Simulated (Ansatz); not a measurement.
W₂Cl⁺, relaxed as a singlet with RKS PBE0-D4/def2-TZVP in Ansatz, starting from packed atoms. Force threshold 0.02 eV/Å.

In the def2 sets W takes a core potential; there is no spin–orbit coupling. The structure comes from a short search, and lower isomers may exist.

Start:

```tsv
atom	x (Å)	y (Å)	z (Å)
W1	-0.257	0.635	-0.123
W2	2.712	0.163	1.431
Cl3	-2.455	-0.799	-1.307
```

```json
{"step": "1", "energy (eV)": "-16149.9052", "largest force component (eV/Å)": "3.329", "SCF passes": "434"}
{"step": "2", "energy (eV)": "-16151.2768", "largest force component (eV/Å)": "3.613", "SCF passes": "55"}
{"step": "3", "energy (eV)": "-16152.5860", "largest force component (eV/Å)": "2.593", "SCF passes": "54"}
{"step": "4", "energy (eV)": "-16153.6996", "largest force component (eV/Å)": "3.196", "SCF passes": "58"}
{"step": "5", "energy (eV)": "-16155.3531", "largest force component (eV/Å)": "5.083", "SCF passes": "60"}
{"step": "6", "energy (eV)": "-16157.4669", "largest force component (eV/Å)": "3.974", "SCF passes": "49"}
{"step": "7 (rejected)", "energy (eV)": "-16157.2780", "largest force component (eV/Å)": "8.128", "SCF passes": "37"}
{"step": "8", "energy (eV)": "-16158.0269", "largest force component (eV/Å)": "2.040", "SCF passes": "37"}
{"step": "9", "energy (eV)": "-16158.2960", "largest force component (eV/Å)": "1.020", "SCF passes": "39"}
{"step": "10", "energy (eV)": "-16158.7793", "largest force component (eV/Å)": "0.720", "SCF passes": "96"}
{"step": "11", "energy (eV)": "-16159.0185", "largest force component (eV/Å)": "0.904", "SCF passes": "43"}
{"step": "12", "energy (eV)": "-16159.0494", "largest force component (eV/Å)": "0.576", "SCF passes": "38"}
{"step": "13", "energy (eV)": "-16159.0558", "largest force component (eV/Å)": "0.108", "SCF passes": "32"}
{"step": "14", "energy (eV)": "-16159.0565", "largest force component (eV/Å)": "0.035", "SCF passes": "33"}
{"step": "15", "energy (eV)": "-16159.0567", "largest force component (eV/Å)": "0.001", "SCF passes": "33"}
```

Force components are those of the run's own axes.

End:

```xyz
3

W    -0.092    0.933   -0.031
W     1.472   -0.193    0.771
Cl   -1.381   -0.740   -0.741
```

By distances, no bond broke or formed. The bond that changes most is W1–Cl3, from 2.88 to 2.23 Å (atoms count from 1). A close non-bonded pair moves further: W1–W2, from 3.38 to 2.09 Å. The end is the same structure that another start reached.

No frequencies were taken in this run, so the end may be a saddle point.

It took 32 s on 4 threads of Arm Neoverse V1 on a shared host.
